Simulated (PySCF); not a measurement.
Level of theory: TPSSh-D3(BJ)/def2-TZVP // CAM-B3LYP-D3(BJ)/def2-TZVP (PySCF). Isolated molecules, 0 K electronic values unless said otherwise. 

Reference species (SMILES): `C/C([SiH3])=C\Cl` (neutral, multiplicity 1).

```
Property        Result
-------------  -------
HOMO–LUMO gap  5.90 eV
dipole moment   0.99 D
```

Changed species: `Cl/C=C(/C)[SiH3]`.

Predict the effect on the HOMO–LUMO gap and dipole moment.

the HOMO–LUMO gap falls by 0.22 eV, to 5.68 eV; the dipole moment rises by 0.79 D, to 1.78 D.
